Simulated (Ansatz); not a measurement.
Species: sum formula H₄BSiO₂, charge 0, multiplicity 2. It need not be the lowest isomer of its formula. 
Geometry from a B3LYP-D3(BJ)/def2-TZVP (Ansatz, a first-principles code) optimisation:
```xyz
8

O     -1.4062    -0.9050     0.1895
B     -0.5023     0.1091     0.1019
O     -0.9532     1.3947     0.2586
Si     1.4040    -0.3540    -0.3360
H     -2.3030    -0.5922     0.3688
H     -0.2763     2.0744     0.2033
H      1.9057    -1.6888     0.0622
H      2.4046     0.6996    -0.0243
```
Charge 0, spin multiplicity 2.

Computed values are from Ansatz. Cores are frozen in the correlated levels unless marked. UHF or UKS for open shells. No spin-orbit coupling. Non-relativistic. CBS marks a two-point X^-3 extrapolation of the correlation energy; Hartree-Fock from the larger set (for Q and 5 zeta extrapolated as (X+1)exp(-9√X)).

### Question
What is the dipole moment at CCSD(T)/aug-cc-pV(D+d)Z?

### Answer
1.43 D.

### Question
What is the T1 diagnostic at CCSD/cc-pV(5+d)Z?

### Answer
0.015.

### Question
What is the total energy at CCSD(T)/CBS(cc-pV(Q+d)Z,cc-pV(5+d)Z)?

### Answer
-466.6660 Eh.

### Question
What is the atomisation energy De at CCSD(T)/CBS(cc-pV(Q+d)Z,cc-pV(5+d)Z)?

### Answer
2920.7 kJ/mol.
